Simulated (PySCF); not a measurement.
Sn(H)3(OSiH3) (H₆OSiSn), SMILES [SnH3][O][SiH3].

Geometry: PBE0-D3(BJ)/def2-SVP. The def2 effective core potentials stand for the cores of Sn; spin–orbit coupling is left out.

All values below come from TDA-M06-2X/def2-SVPD run with PySCF 2.14.0.

Vertical excitations. Isolated molecule, no solvent. State labels are in the subgroup Cs.

Task: List the lowest excited states. (Estimate from the structure and the level; the computed values follow.)

Result: 
| state | symmetry | energy (eV) | λ (nm) | f | main pairs |
|---|---|---|---|---|---|
| S1 | A" | 6.49 | 191 | 0.002 | HOMO→LUMO 84 % |
| S2 | A' | 6.80 | 182 | 0.014 | HOMO−1→LUMO 81 % |
| S3 | A" | 7.58 | 164 | 0.007 | HOMO−3→LUMO 56 %, HOMO→LUMO+1 21 %, HOMO→LUMO+3 9 % |
| S4 | A' | 7.67 | 162 | 0.000 | HOMO−2→LUMO 75 % |
| S5 | A" | 7.70 | 161 | 0.075 | HOMO→LUMO+1 59 %, HOMO−3→LUMO 18 % |
| S6 | A' | 7.95 | 156 | 0.159 | HOMO−1→LUMO+1 77 % |
| S7 | A" | 7.97 | 156 | 0.050 | HOMO→LUMO+2 73 % |
| S8 | A" | 8.33 | 149 | 0.011 | HOMO→LUMO+3 56 % |
| S9 | A' | 8.39 | 148 | 0.067 | HOMO−1→LUMO+2 74 % |
| S10 | A" | 8.51 | 146 | 0.045 | HOMO−1→LUMO+4 29 %, HOMO−3→LUMO+2 17 %, HOMO−2→LUMO+4 17 %, HOMO−3→LUMO+1 12 % |
| T1 | A" | 6.15 | 202 | 0 | HOMO→LUMO 78 % |
| T2 | A' | 6.39 | 194 | 0 | HOMO−1→LUMO 75 % |
| T3 | A" | 6.99 | 177 | 0 | HOMO→LUMO+1 23 %, HOMO−3→LUMO+1 21 %, HOMO−3→LUMO+5 8 %, HOMO−3→LUMO 8 % |
| T4 | A' | 7.04 | 176 | 0 | HOMO−2→LUMO+1 24 %, HOMO−2→LUMO 17 %, HOMO−1→LUMO+1 16 %, HOMO−2→LUMO+5 10 % |
Triplets are in the Tamm–Dancoff approximation.
